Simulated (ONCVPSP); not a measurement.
# Reading a pseudo-wave (beryllium)

Columns: radius, all-electron u(r) and pseudo u(r) of the 1s shell (level -106.21 eV) of beryllium in the configuration 1s2 2s2; PBE, scalar-relativistic, ONCV scheme, ONCVPSP 4.0.1.

| r (bohr) | all-electron | pseudo |
| --- | --- | --- |
| 0.041 | 0.5110 | 0.3154 |
| 0.082 | 0.8684 | 0.6135 |
| 0.123 | 1.1086 | 0.8787 |
| 0.164 | 1.2600 | 1.0986 |
| 0.205 | 1.3453 | 1.2657 |
| 0.246 | 1.3815 | 1.3775 |
| 0.287 | 1.3817 | 1.4357 |
| 0.328 | 1.3559 | 1.4463 |
| 0.369 | 1.3115 | 1.4171 |
| 0.410 | 1.2547 | 1.3586 |
| 0.451 | 1.1899 | 1.2808 |
| 0.492 | 1.1203 | 1.1923 |
| 0.533 | 1.0487 | 1.1006 |
| 0.574 | 0.9768 | 1.0108 |
| 0.615 | 0.9061 | 0.9260 |
| 0.656 | 0.8375 | 0.8475 |
| 0.697 | 0.7718 | 0.7759 |
| 0.738 | 0.7093 | 0.7105 |
| 0.779 | 0.6503 | 0.6504 |
| 0.820 | 0.5950 | 0.5950 |
| 0.861 | 0.5433 | 0.5433 |
| 0.902 | 0.4953 | 0.4952 |
| 0.943 | 0.4508 | 0.4507 |
| 0.984 | 0.4096 | 0.4096 |
| 1.025 | 0.3718 | 0.3717 |
| 1.066 | 0.3371 | 0.3370 |

Q: How many radial nodes do the two functions have?

A: The all-electron 1s function has n − l − 1 = 0; the pseudo-wave has 0.

Q: At about which radius was the pseudo-wave matched?

A: 0.82 bohr, where the columns begin to agree (steps of 0.04 bohr).

Q: Is the pseudo-wave norm-conserving?

A: Yes: the ONCV scheme keeps the norm inside the radius equal to the all-electron one, which fixes the energy derivative of the logarithmic derivative at the level.
